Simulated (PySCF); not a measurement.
Field gradients at the hydrogen positions

C3H12AlN.
Z-matrix (Å and degrees, PBE0-D3(BJ)/def2-SVP geometry), rows numbered from 1:
```
C 
N   1  1.4669
C   2  1.4669  1  110.47
C   2  1.4668  1  110.51  3   122.69
Al  2  2.0786  1  108.40  3  -118.60
H   1  1.1045  2  110.84  3   -61.04
H   1  1.0984  2  109.40  3   178.32
H   1  1.0985  2  109.38  3    59.60
H   3  1.0984  2  109.39  1  -178.35
H   3  1.1044  2  110.86  1    61.01
H   3  1.0984  2  109.37  1   -59.64
H   4  1.1044  2  110.89  1   -60.39
H   4  1.0986  2  109.37  1    60.25
H   4  1.0983  2  109.38  1   178.94
H   5  1.6095  2   99.70  1   -59.59
H   5  1.6093  2   99.75  1    60.43
H   5  1.6092  2   99.63  1  -179.56
```

Level: PBE0/pcSseg-1 (PySCF, non-relativistic); Q(2H) = 0.00286 b; rigid geometry, the same for H and D, with no vibrational averaging.

What are Vzz, η and χzz (234.96 MHz × Q × Vzz) at all hydrogens?

```tsv
atom	bonded to	bond length (Å)	Vzz (au)	η	χzz (kHz)
H6	C1	1.104	0.2789	0.08	187
H7	C1	1.098	0.2848	0.07	191
H8	C1	1.098	0.2846	0.07	191
H9	C3	1.098	0.2848	0.07	191
H10	C3	1.104	0.2790	0.08	187
H11	C3	1.098	0.2846	0.07	191
H12	C4	1.104	0.2790	0.08	187
H13	C4	1.099	0.2844	0.07	191
H14	C4	1.098	0.2849	0.07	191
H15	Al5	1.609	0.1027	0.08	69
H16	Al5	1.609	0.1028	0.08	69
H17	Al5	1.609	0.1029	0.08	69
```

Average by the element that carries the hydrogen.

on C: 190 kHz over 9 positions, mean bond length 1.100 Å; on Al: 69 kHz over 3 positions, mean bond length 1.609 Å.

Isolated species at its PBE0-D3(BJ)/def2-SVP geometry, gas phase. The small basis limits the accuracy of the gradients.
